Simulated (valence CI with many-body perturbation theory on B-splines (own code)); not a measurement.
**Eu LIX: electric-dipole lines**

Computed by valence CI with perturbative core correlation (CI+MBPT): three valence electrons over a frozen Dirac-Fock core [He], a basis of 11 s, 11 p, 10 d, 8 f, 5 g, 2 h functions for each j, with the one-electron correlation potential Σ1, the two-electron term Σ2, the three-electron term Σ3, Breit, model QED; selected CI, second order for the rest, scaled by the run's own slope (own B-spline code, finite nucleus).

No measured spectrum was set against this ion. As an estimate, large intervals hold to a few tenths of a per cent, small ones and those within an open d or f shell to about a per cent.

Lines 151 to 200 of 576 in falling wavelength, among levels below 10623 eV, chosen from the strongest by gf and those to the six lowest levels. Wavelengths and rates use the calculated energies. Electric multipoles are in the length gauge, E1 and E2 with the static RPA response of the core. Weak lines are less certain than strong ones. Lines between different terms over intervals too small for the method are left out, as are lines whose strength nearly cancels.

Levels are named by their leading jj configuration (3d3/2^4 stands for four electrons in 3d with j = 3/2), which in mixed levels can hold well under half, so a name can repeat and another be missing. Letters in brackets count levels of one name in rising energy.

```
λ vac (Å)                          Upper                       Lower   A (s⁻¹)  S (a.u.)
    14.06             (2p3/2^2 3s) J=3/2         (2s 2p3/2 3s) J=1/2  1.28e+12  7.05e-03
    14.04      (2p3/2^2 3d5/2) J=5/2 [a]  (2s 2p3/2 3d5/2) J=5/2 [b]  7.47e+11  6.12e-03
    14.01          (2p3/2^2 3d5/2) J=3/2  (2s 2p3/2 3d5/2) J=3/2 [b]  9.53e+11  5.18e-03
    13.98      (2p3/2^2 3p3/2) J=3/2 [a]  (2s 2p3/2 3p3/2) J=1/2 [b]  1.41e+12  7.61e-03
    13.97          (2p3/2^2 3d3/2) J=5/2  (2s 2p3/2 3d5/2) J=3/2 [a]  5.89e+11  4.76e-03
    13.97          (2p3/2^2 3d5/2) J=3/2  (2s 2p3/2 3d5/2) J=5/2 [b]  6.63e+11  3.57e-03
    13.95          (2p1/2 2p3/2^2) J=3/2      (2s 2p1/2 2p3/2) J=1/2  1.43e+12  7.68e-03
    13.78  (2p1/2 2p3/2 3d5/2) J=3/2 [a]      (2s 2p1/2 3d5/2) J=3/2  7.83e+11  4.05e-03
    13.76  (2p1/2 2p3/2 3d5/2) J=5/2 [a]  (2s 2p1/2 3d5/2) J=5/2 [b]  6.20e+11  4.78e-03
    13.74  (2p1/2 2p3/2 3p3/2) J=3/2 [a]  (2s 2p1/2 3p3/2) J=3/2 [b]  8.73e+11  4.47e-03
    13.67  (2p1/2 2p3/2 3d3/2) J=5/2 [a]      (2s 2p1/2 3d3/2) J=5/2  9.01e+11  6.81e-03
    13.64          (2p1/2 2p3/2^2) J=5/2  (2s 2p1/2 2p3/2) J=3/2 [b]  1.72e+12  1.29e-02
    13.64  (2p1/2 2p3/2 3p1/2) J=3/2 [a]      (2s 2p1/2 3p1/2) J=3/2  8.17e+11  4.09e-03
    13.64     (2s 2p3/2 3d5/2) J=3/2 [a]          (2s^2 3d3/2) J=3/2  1.02e+12  5.12e-03
    13.63     (2p1/2 2p3/2 3s) J=3/2 [b]     (2s 2p1/2 3s) J=1/2 [b]  1.29e+12  6.48e-03
    13.61      (2p1/2 2p3/2 3d5/2) J=9/2      (2s 2p1/2 3d5/2) J=7/2  1.44e+12  1.79e-02
    13.60  (2p1/2 2p3/2 3p3/2) J=3/2 [b]      (2s 2p1/2 3p3/2) J=1/2  7.47e+11  3.71e-03
    13.59      (2p1/2 2p3/2 3p3/2) J=7/2      (2s 2p1/2 3p3/2) J=5/2  1.66e+12  1.64e-02
    13.59  (2p1/2 2p3/2 3d5/2) J=5/2 [a]      (2s 2p1/2 3d5/2) J=7/2  4.55e+11  3.38e-03
    13.58          (2p3/2^2 3p3/2) J=1/2  (2s 2p3/2 3p3/2) J=1/2 [a]  1.57e+12  3.88e-03
    13.58                (2p3/2^3) J=3/2          (2s 2p3/2^2) J=3/2  3.86e+12  1.91e-02
    13.57                (2p3/2^3) J=3/2          (2s 2p3/2^2) J=1/2  8.51e+11  4.19e-03
    13.55      (2p3/2^2 3d5/2) J=5/2 [b]  (2s 2p3/2 3d5/2) J=3/2 [b]  5.17e+11  3.81e-03
    13.54      (2p3/2^2 3p3/2) J=3/2 [b]  (2s 2p3/2 3p3/2) J=3/2 [b]  1.98e+12  9.72e-03
    13.53          (2p3/2^2 3p3/2) J=5/2  (2s 2p3/2 3p3/2) J=5/2 [a]  1.13e+12  8.30e-03
    13.53          (2p3/2^2 3d5/2) J=7/2  (2s 2p3/2 3d5/2) J=7/2 [a]  7.86e+11  7.68e-03
    13.52  (2p1/2 2p3/2 3d5/2) J=5/2 [b]      (2s 2p1/2 3d5/2) J=3/2  7.16e+11  5.23e-03
    13.51      (2p3/2^2 3d5/2) J=5/2 [b]  (2s 2p3/2 3d5/2) J=5/2 [b]  1.58e+12  1.15e-02
    13.51  (2p1/2 2p3/2 3d5/2) J=5/2 [b]  (2s 2p1/2 3d5/2) J=5/2 [b]  4.83e+11  3.52e-03
    13.51     (2s 2p3/2 3d5/2) J=7/2 [b]          (2s^2 3d5/2) J=5/2  2.14e+12  2.08e-02
    13.51  (2p1/2 2p3/2 3d3/2) J=3/2 [b]      (2s 2p1/2 3d3/2) J=1/2  7.19e+11  3.49e-03
    13.50  (2p1/2 2p3/2 3d5/2) J=7/2 [a]  (2s 2p1/2 3d5/2) J=5/2 [a]  1.33e+12  1.29e-02
    13.49  (2p1/2 2p3/2 3d3/2) J=5/2 [b]  (2s 2p1/2 3d3/2) J=3/2 [b]  1.45e+12  1.05e-02
    13.47     (2s 2p3/2 3p3/2) J=5/2 [b]          (2s^2 3p3/2) J=3/2  2.38e+12  1.73e-02
    13.46      (2p1/2 2p3/2 3p1/2) J=5/2      (2s 2p1/2 3p1/2) J=3/2  1.58e+12  1.14e-02
    13.45  (2p1/2 2p3/2 3p3/2) J=5/2 [a]  (2s 2p1/2 3p3/2) J=3/2 [a]  1.27e+12  9.14e-03
    13.45      (2p1/2 2p3/2 3d3/2) J=7/2      (2s 2p1/2 3d3/2) J=5/2  1.44e+12  1.39e-02
    13.45      (2p3/2^2 3d3/2) J=3/2 [b]  (2s 2p3/2 3d3/2) J=5/2 [b]  1.73e+12  8.31e-03
    13.43  (2p1/2 2p3/2 3p1/2) J=3/2 [b]  (2s 2p1/2 3p1/2) J=1/2 [b]  1.47e+12  7.05e-03
    13.42  (2p1/2 2p3/2 3d5/2) J=7/2 [b]  (2s 2p1/2 3d5/2) J=5/2 [b]  8.05e+11  7.68e-03
    13.41  (2p1/2 2p3/2 3d3/2) J=3/2 [b]  (2s 2p1/2 3d3/2) J=3/2 [b]  8.20e+11  3.90e-03
    13.40          (2p3/2^2 3d5/2) J=7/2  (2s 2p3/2 3d5/2) J=5/2 [a]  7.56e+11  7.18e-03
    13.38  (2p1/2 2p3/2 3d3/2) J=1/2 [b]      (2s 2p1/2 3d3/2) J=1/2  1.49e+12  3.52e-03
    13.38         (2p1/2 2p3/2 3s) J=5/2         (2s 2p1/2 3s) J=3/2  1.57e+12  1.11e-02
    13.38          (2p3/2^2 3p1/2) J=1/2  (2s 2p3/2 3p1/2) J=3/2 [b]  2.86e+12  6.75e-03
    13.37             (2p3/2^2 3s) J=1/2     (2s 2p3/2 3s) J=3/2 [b]  2.83e+12  6.68e-03
    13.37      (2p1/2 2p3/2 3p1/2) J=1/2  (2s 2p1/2 3p1/2) J=1/2 [a]  1.67e+12  3.94e-03
    13.35     (2s 2p3/2 3d3/2) J=5/2 [b]          (2s^2 3d3/2) J=3/2  2.16e+12  1.52e-02
    13.35  (2p1/2 2p3/2 3d5/2) J=3/2 [b]  (2s 2p1/2 3d5/2) J=5/2 [b]  1.29e+12  6.07e-03
    13.33         (2s 2p3/2 3p1/2) J=1/2          (2s^2 3p1/2) J=1/2  2.66e+12  6.23e-03
```
